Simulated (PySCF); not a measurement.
C2H5F5SSi2.
InChI=1S/C2H5F5SSi2/c3-1(4,5)2(6,7)10-8-9/h10H2,9H3

Torsions of this conformer, `[F:1][C:2]([F:3])([F:4])[C:5]([F:6])([F:7])[SiH2:8][S:9][SiH3:10]`: F1–C2–C5–F6 63°, C2–C5–Si8–S9 179°, C5–Si8–S9–Si10 65°.

The closed-shell ground state was solved at several levels (PySCF, density fitting, gas phase, non-relativistic). Geometry: PBE0-D3(BJ)/def2-SVP, one conformer, isolated molecule.

```json
{"level": "wB97X-D/pcSseg-1", "basis functions": "216", "total energy (Eh)": "-1555.3995", "HOMO (eV)": "-9.76", "LUMO (eV)": "1.11", "gap (eV)": "10.87", "dipole (D)": "1.74"}
{"level": "PBE0/pcSseg-1", "basis functions": "216", "total energy (Eh)": "-1554.6325", "HOMO (eV)": "-7.92", "LUMO (eV)": "-0.63", "gap (eV)": "7.29", "dipole (D)": "1.67"}
```

(1) What might wB97X-D/def2-SVPD (270 basis functions) give for the same quantities?

(2) Over all these levels, which gives the widest orbital gap and which the narrowest?

(3) How far do the dipole and the HOMO energy spread over the levels?

## Answers

(1) Total energy -1554.7794 Eh, HOMO -9.72 eV, LUMO 0.99 eV, gap 10.71 eV, dipole 1.76 D.

(2) wB97X-D/pcSseg-1 (range-separated hybrid) has the widest, 10.87 eV, and PBE0/pcSseg-1 (global hybrid, 25 % exact exchange) the narrowest, 7.29 eV. The two share the basis. From the narrowest to the widest the HOMO moves by -1.84 eV and the LUMO by +1.74 eV.

(3) The dipole runs from 1.67 to 1.76 D (mean 1.73 D) and the HOMO from -9.76 to -7.92 eV.

The pairwise dispersion term of wB97X-D wasn't added to the energies; at a given geometry it leaves orbitals and properties as they are.
